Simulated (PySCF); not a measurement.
A GIAO shielding run with PySCF 2.14 (density fitting, non-relativistic, gas phase) on SMILES CC(=O)[C@@H](C[SiH3])C(Cl)=C=O, C6H9ClO2Si:

```
$ OMP_NUM_THREADS=1 python probes_run.py task.json out

{"job": {"kind": "nmr", "xc": "PBE0", "basis": "pcSseg-1"}, "charge": 0, "multiplicity": 1}
C     -1.458264    -1.913162    -0.032527
C     -0.554692    -0.868297    -0.619972
O     -0.109899    -0.920092    -1.736518
C     -0.264154     0.317293     0.308945
C      1.106810     0.922162     0.018716
Si     2.531688    -0.257809     0.477092
C     -1.364370     1.318997     0.049035
Cl    -2.871379     1.164946     0.937991
C     -1.345293     2.243917    -0.866049
O     -1.324609     3.115813    -1.633408
H     -2.354061    -1.446031     0.371530
H     -1.729136    -2.648480    -0.785705
H     -0.940413    -2.409557     0.786696
H     -0.338937    -0.000422     1.351824
H      1.158926     1.164914    -1.043443
H      1.203719     1.861529     0.565132
H      2.457023    -1.489634    -0.302742
H      2.392061    -0.585484     1.901625
H      3.795178     0.438648     0.244316
```

Hardware: 1 thread of an Arm Neoverse V1, shared host. The job also computes population analyses, field gradients.

(1) How large is the calculation?

(2) How long does it take, and how much memory does it need?

Answers

(1) 92 electrons, 229 basis functions and 1232 auxiliary functions.

(2) 62 s of wall time, with 15 SCF cycles and 5 response iterations; peak memory 1.1 GiB. Times on a shared host scatter by some tens of per cent.
